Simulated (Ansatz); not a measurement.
TiSi₆⁺. Charge 1, multiplicity 2. Geometry PBE0-D4/def2-SVP.

```xyz
7

Ti   -0.079   -1.925   -0.457
Si    1.511   -0.268    0.475
Si    0.277    0.265   -1.562
Si   -0.576   -0.936    1.802
Si   -2.009   -0.316   -0.561
Si   -0.548    1.135    0.629
Si    1.425    2.046   -0.327
```

At HF/STO-3G, PBE0-D4/def2-SVP, PBE0-D4/def2-TZVP the charge 1 doublet is spin-contaminated (final ⟨S²⟩ up to 1.63, 0.75 for a pure state). No other spin state of charge 1 was run. The structure comes from a short search, and lower isomers may exist.

Problem. Estimate the α-spin orbital energies around the gap (eV) in Ansatz with HF/STO-3G, PBE-D4/def2-SVP, PBE-D4/def2-TZVP, PBE0-D4/def2-SVP, PBE0-D4/def2-TZVP.

Solution. 
```
orbital  HF/STO-3G  PBE-D4/def2-SVP  PBE-D4/def2-TZVP  PBE0-D4/def2-SVP  PBE0-D4/def2-TZVP
 HOMO−5     -10.87           -11.25            -11.04            -12.20             -11.99
 HOMO−4     -10.38           -10.51            -10.34            -11.35             -11.15
 HOMO−3      -9.68           -10.36            -10.21            -11.34             -11.11
 HOMO−2      -9.46           -10.05             -9.86            -11.19             -11.00
 HOMO−1      -9.28            -9.75             -9.58            -10.64             -10.44
   HOMO      -9.14            -9.57             -9.42            -10.63             -10.43
   LUMO      -0.21            -8.52             -8.40             -7.67              -7.51
 LUMO+1       0.49            -8.24             -8.09             -7.47              -7.30
 LUMO+2       1.15            -8.01             -7.87             -7.06              -6.91
 LUMO+3       1.23            -7.65             -7.53             -6.92              -6.78
 LUMO+4       2.23            -7.25             -7.12             -6.76              -6.59
 LUMO+5       2.72            -7.20             -7.11             -6.51              -6.41
 β HOMO      -8.37            -9.34             -9.19            -10.06              -9.89
 β LUMO      -1.33            -9.03             -8.85             -8.24              -8.02
```
